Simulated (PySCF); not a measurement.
## A survey of $^{29}$Si NMR shifts

- shielding tensors at PBE0/pcSseg-1 (GIAO)
- geometry: GFN2-xTB
- code: PySCF 2.14
- isolated molecule, non-relativistic Hamiltonian, one averaged value for each set of equivalent atoms, a single conformation

Shieldings were converted by a linear fit to measured shifts: $^{29}$Si (scatter 8.9 ppm rms, 25.8 ppm with the 6 outliers that the fit left out vs TMS, solution or neat liquid). A few per cent of atoms miss by over 2 rms, more outside the fitted compound classes.

Question: Give the $^{29}$Si shifts of `O=C[C@@H]1C[C@]1(Cl)CO[SiH3]`, `CO[C@H](O[SiH3])[SiH2]C=C=O`, `F/C(=C/[SiH2]O[SiH3])[SiH2]C[SiH3]`, `O=C[SiH2]/C(F)=C\[SiH2]O[SiH3]`, `C[C@@H](Cl)/C(C=O)=C/O[SiH3]`, `C#C[SiH2][C@@H]1CCS[SiH2][SiH2]1`, `C=C[Si@@](O)(C=O)[SiH2]OC`.

Answer: 
```
                                                         compound                                              environment  δ (ppm)
                                     O=C[C@@H]1C[C@]1(Cl)CO[SiH3]                                 silicon bonded to O, 3 H    -35.6
     [CH3:1][O:2][C@H:3]([O:4][SiH3:5])[SiH2:6][CH:7]=[C:8]=[O:9]                            Si5: silicon bonded to O, 3 H    -40.7
     [CH3:1][O:2][C@H:3]([O:4][SiH3:5])[SiH2:6][CH:7]=[C:8]=[O:9]                          Si6: silicon bonded to 2 C, 2 H    -48.9
[F:1]/[C:2](=[CH:3]/[SiH2:4][O:5][SiH3:6])[SiH2:7][CH2:8][SiH3:9]                         Si4: silicon bonded to C, O, 2 H    -34.2
[F:1]/[C:2](=[CH:3]/[SiH2:4][O:5][SiH3:6])[SiH2:7][CH2:8][SiH3:9]                            Si6: silicon bonded to O, 3 H    -42.4
[F:1]/[C:2](=[CH:3]/[SiH2:4][O:5][SiH3:6])[SiH2:7][CH2:8][SiH3:9]                          Si7: silicon bonded to 2 C, 2 H    -45.4
[F:1]/[C:2](=[CH:3]/[SiH2:4][O:5][SiH3:6])[SiH2:7][CH2:8][SiH3:9]                            Si9: silicon bonded to C, 3 H    -69.2
   [O:1]=[CH:2][SiH2:3]/[C:4]([F:5])=[CH:6]\[SiH2:7][O:8][SiH3:9]                         Si7: silicon bonded to C, O, 2 H    -33.1
   [O:1]=[CH:2][SiH2:3]/[C:4]([F:5])=[CH:6]\[SiH2:7][O:8][SiH3:9]                            Si9: silicon bonded to O, 3 H    -40.6
   [O:1]=[CH:2][SiH2:3]/[C:4]([F:5])=[CH:6]\[SiH2:7][O:8][SiH3:9]                          Si3: silicon bonded to 2 C, 2 H    -62.3
                                     C[C@@H](Cl)/C(C=O)=C/O[SiH3]                                 silicon bonded to O, 3 H    -44.9
[CH:1]#[C:2][SiH2:3][C@@H:4]1[CH2:5][CH2:6][S:7][SiH2:8][SiH2:9]1                          Si3: silicon bonded to 2 C, 2 H    -54.7
[CH:1]#[C:2][SiH2:3][C@@H:4]1[CH2:5][CH2:6][S:7][SiH2:8][SiH2:9]1  Si8: silicon bonded to S, Si, 2 H, in a 6-membered ring    -56.6
[CH:1]#[C:2][SiH2:3][C@@H:4]1[CH2:5][CH2:6][S:7][SiH2:8][SiH2:9]1  Si9: silicon bonded to C, Si, 2 H, in a 6-membered ring    -80.6
 [CH2:1]=[CH:2][Si@@:3]([OH:4])([CH:5]=[O:6])[SiH2:7][O:8][CH3:9]                        Si7: silicon bonded to O, Si, 2 H    -29.9
 [CH2:1]=[CH:2][Si@@:3]([OH:4])([CH:5]=[O:6])[SiH2:7][O:8][CH3:9]                        Si3: silicon bonded to 2 C, O, Si    -31.3
```
